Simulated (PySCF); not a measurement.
# Atomic charges against the basis set

Species: C₅H₄F₂.
Atom-mapped SMILES: `[F:1][C:2]1=[CH:3][CH2:4][CH:5]=[C:6]1[F:7]` (hydrogens: H8 on C3; H9, H10 on C4; H11 on C5)

PBE0 throughout (PySCF), one geometry, spherical d and f functions. Geometry: PBE0-D3(BJ)/def2-SVP; no solvent, vibrations or thermal averaging. Atoms taken as equivalent share a column and are averaged.

Mulliken charges (e):

| basis | functions | F1/F7 | C2/C6 | C3/C5 | C4 | H8/H11 | H9/H10 |
| --- | --- | --- | --- | --- | --- | --- | --- |
| STO-3G | 39 | -0.064 | +0.078 | -0.121 | -0.154 | +0.086 | +0.098 |
| 6-31G | 71 | -0.301 | +0.284 | -0.170 | -0.447 | +0.196 | +0.214 |
| pcSseg-0 | 71 | -0.356 | +0.274 | -0.160 | -0.628 | +0.263 | +0.293 |
| 6-31G* | 106 | -0.298 | +0.348 | -0.244 | -0.415 | +0.191 | +0.210 |
| cc-pVDZ | 118 | -0.140 | +0.138 | -0.111 | +0.014 | +0.024 | +0.082 |
| def2-SVP | 118 | -0.183 | +0.228 | -0.185 | +0.024 | +0.044 | +0.084 |
| aug-cc-pVDZ | 197 | -0.568 | +0.349 | +0.588 | +0.121 | -0.353 | -0.077 |
| 6-311+G(2d,p) | 213 | -0.343 | +0.268 | -0.018 | -0.387 | +0.124 | +0.162 |
| def2-TZVP | 241 | -0.175 | +0.200 | -0.260 | -0.072 | +0.144 | +0.127 |
| cc-pVTZ | 266 | -0.132 | +0.168 | -0.231 | -0.097 | +0.139 | +0.104 |
| IGLO-III | 285 | -0.222 | +0.240 | -0.149 | -0.190 | +0.104 | +0.122 |
| pcSseg-2 | 308 | -0.246 | +0.254 | -0.160 | +0.101 | +0.050 | +0.051 |

IAO charges (e):

```csv
basis,functions,F1/F7,C2/C6,C3/C5,C4,H8/H11,H9/H10
STO-3G,39,-0.077,+0.106,-0.191,-0.263,+0.140,+0.154
6-31G,71,-0.229,+0.227,-0.211,-0.271,+0.172,+0.177
pcSseg-0,71,-0.214,+0.217,-0.212,-0.283,+0.169,+0.181
6-31G*,106,-0.239,+0.256,-0.220,-0.252,+0.162,+0.166
cc-pVDZ,118,-0.238,+0.256,-0.223,-0.251,+0.164,+0.167
def2-SVP,118,-0.238,+0.253,-0.217,-0.248,+0.161,+0.165
aug-cc-pVDZ,197,-0.250,+0.261,-0.224,-0.254,+0.169,+0.171
"6-311+G(2d,p)",213,-0.251,+0.261,-0.223,-0.255,+0.169,+0.172
def2-TZVP,241,-0.251,+0.264,-0.225,-0.255,+0.169,+0.171
cc-pVTZ,266,-0.249,+0.263,-0.226,-0.256,+0.168,+0.171
IGLO-III,285,-0.252,+0.263,-0.225,-0.256,+0.170,+0.172
pcSseg-2,308,-0.252,+0.264,-0.225,-0.256,+0.169,+0.172
```

Question: Which scheme is steadiest as the basis changes?

Answer: Largest range over the bases for any column: IAO 0.18 e, Mulliken 0.85 e. IAO charges move least and Mulliken charges most, counted in e. Without the minimal STO-3G basis the ranges are IAO 0.05, Mulliken 0.85 e.

Question: How much do the charges still move between the two largest bases, IGLO-III and pcSseg-2?

Answer: At most, over all atoms: Mulliken 0.291 e, IAO 0.001 e.

Question: What do the same runs give for the total energy, the frontier levels and the dipole moment?

Answer: 
```csv
basis,energy (Eh),HOMO (eV),LUMO (eV),μ (D)
STO-3G,-386.9628,-4.03,2.47,0.93
6-31G,-392.0543,-6.63,-0.53,3.08
pcSseg-0,-391.2529,-6.98,-0.87,3.06
6-31G*,-392.1458,-6.38,-0.34,2.30
cc-pVDZ,-392.1801,-6.53,-0.51,2.34
def2-SVP,-391.8638,-6.66,-0.63,2.50
aug-cc-pVDZ,-392.2057,-6.70,-0.77,2.70
"6-311+G(2d,p)",-392.2754,-6.72,-0.79,2.74
def2-TZVP,-392.3130,-6.68,-0.72,2.58
cc-pVTZ,-392.2960,-6.64,-0.66,2.50
IGLO-III,-392.3188,-6.70,-0.77,2.66
pcSseg-2,-392.3110,-6.72,-0.77,2.68
```

The dipole is fixed by the density alone, so its range of 2.15 D shows that the density itself changes with the basis, not only its division among atoms.
